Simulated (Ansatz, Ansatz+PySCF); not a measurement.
```xyz
3

H     0.0000    0.0000   -1.3391
Be    0.0000    0.0000    0.0000
H     0.0000    0.0000    1.3391
```

Basis set: 6-31G (spherical functions). All electrons are correlated. Charge 0, multiplicity 1.

Computed with Ansatz (development build ahead of 0.2.0); each method stands on the lowest determinant of its kind that the runs found. Restricted open shells among the atoms or ions are ROHF, correlated in semicanonical orbitals with singles. Restricted functionals stand beside restricted open-shell atoms, which can lie above the unrestricted atoms usual in DFT and then raise those values.

Question: Give the atomization energy at this shape (free ground-state atoms in the same class of orbitals less the molecule, no zero-point energy) of singlet BeH₂ by PBE0 (restricted), RHF-CCSD(T), RHF-MP2, UHF-MP2, RHF.

Answer:

```tsv
method	atomization energy
PBE0 (restricted)	6.37 eV
RHF-CCSD(T)	5.18 eV
RHF-MP2	5.47 eV
UHF-MP2	5.57 eV
RHF	5.34 eV
```

This basis has no polarisation functions and is too small for such energies, which can lie far from measured ones in either direction.
